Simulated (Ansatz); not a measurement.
Relaxation of AlBrCl$_{2}$H$_{2}$ (6 atoms, charge 0, multiplicity 1), to a largest force component of 0.03 eV/Å in at most 50 steps.

Level of theory: RKS revPBE/def2-SVP in Ansatz.

```xyz
6
Properties=species:S:1:pos:R:3
Al -0.033 0.225 -0.013
Cl -0.082 0.506 2.173
H 1.352 0.073 -0.751
Cl -1.863 0.438 -1.045
Br -0.246 -3.179 1.154
H -0.253 -2.057 2.163
```

Task: Where does it end, and by what steps?

Result: The forces met the threshold. After 8 steps the energy has fallen by 0.163 eV; Br5 moved furthest, 0.54 Å. Joined: Al1–Br5 (3.61 → 2.88 Å).

```json
{"step": "0", "energy less start (eV)": "0.0000", "largest force component (eV/Å)": "1.027", "accepted": "yes"}
{"step": "1", "energy less start (eV)": "-0.0880", "largest force component (eV/Å)": "0.195", "accepted": "yes"}
{"step": "2", "energy less start (eV)": "-0.1268", "largest force component (eV/Å)": "0.356", "accepted": "yes"}
{"step": "3", "energy less start (eV)": "-0.1448", "largest force component (eV/Å)": "0.337", "accepted": "yes"}
{"step": "4", "energy less start (eV)": "-0.1553", "largest force component (eV/Å)": "0.075", "accepted": "yes"}
{"step": "5", "energy less start (eV)": "-0.1574", "largest force component (eV/Å)": "0.046", "accepted": "yes"}
{"step": "6", "energy less start (eV)": "-0.1616", "largest force component (eV/Å)": "0.164", "accepted": "yes"}
{"step": "7", "energy less start (eV)": "-0.1626", "largest force component (eV/Å)": "0.055", "accepted": "yes"}
{"step": "8", "energy less start (eV)": "-0.1629", "largest force component (eV/Å)": "0.022", "accepted": "yes"}
```

```xyz
6
Properties=species:S:1:pos:R:3
Al -0.037 0.045 0.101
Cl -0.048 0.663 2.161
H 1.338 -0.072 -0.676
Cl -1.861 0.273 -0.973
Br -0.225 -2.723 0.866
H -0.291 -2.181 2.203
```

The run took 15 s on 2 threads of Arm Neoverse V2, with other jobs on the host, peak memory 0.14 GiB.
